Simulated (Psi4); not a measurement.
ethylene (C₂H₄), singlet, geometry from GFN2-xTB. Base run: CCSD(T)/6-31G* (Psi4).

Input for Psi4:
```
memory 2 GB

molecule mol {
0 1
C    -0.013287   -0.006567    0.658005
C     0.013287    0.006567   -0.658005
H    -0.020896    0.901691    1.238223
H    -0.028738   -0.926221    1.219823
H     0.028738    0.926221   -1.219823
H     0.020896   -0.901691   -1.238223
}

set {
  basis 6-31g*
  reference rhf
}

energy('ccsd(t)')
print_variables()
```

Variants of this job, named by their change:

```csv
change,ΔE vs base (kcal/mol),MP2 correlation (Eh),basis functions
base,0.000,-0.26203,38
method = lccd,1.86,-0.26203,38
method = fno-ccsd(t),0.000,-0.26203,38
method = cisd,[?],-0.26203,38
method = scs-mp2,[?],-0.26203,38
method = qcisd(t),-0.131,-0.26203,38
method = mp4,1.28,-0.26203,38
method = dlpno-mp2,[?],[?],38
method = omp2,21.19,-0.26187,38
puream = off,0.000,-0.26203,38
```

Problem. Fill in the missing entries.

Solution. 
- method = cisd, ΔE vs base (kcal/mol): 19.30
- method = scs-mp2, ΔE vs base (kcal/mol): 22.02
- method = dlpno-mp2, ΔE vs base (kcal/mol): 23.00
- method = dlpno-mp2, MP2 correlation (Eh): -0.26184
